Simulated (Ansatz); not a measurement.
`O=C([SiH3])[SiH](O)Cl` at its PBE0-D4/def2-TZVP geometry, where that method's forces vanish. Charge 0, multiplicity 1.

```xyz
11

O     0.0836    0.8185   -1.5964
C    -0.1205    0.3905   -0.4748
Si   -1.8837    0.5272    0.3133
Si    1.3879   -0.5052    0.3330
O     2.5978   -0.3712   -0.7434
Cl    0.7538   -2.4379    0.6170
H    -2.5206    1.7813   -0.1550
H    -2.6633   -0.6570   -0.1269
H    -1.7499    0.5134    1.7932
H     1.8160    0.0088    1.6497
H     2.2990   -0.0684   -1.6096
```

Problem. What forces (eV/Å) does B3LYP-D4/def2-TZVPP give on these atoms in Ansatz 0.2.0? (Estimate.)

Solution. The calculation gave: 
```
O1   0.032  0.123 -0.314
C2  -0.048 -0.084  0.274
Si3 -0.129  0.011  0.043
Si4  0.038  0.173  0.214
O5   0.072  0.011 -0.091
Cl6 -0.068 -0.220  0.033
H7   0.036 -0.080  0.034
H8   0.044  0.077  0.031
H9  -0.011  0.001 -0.093
H10 -0.026 -0.021 -0.083
H11  0.060  0.010 -0.048
```

B3LYP here is the variant with VWN-RPA as its local correlation; programs differ in this.
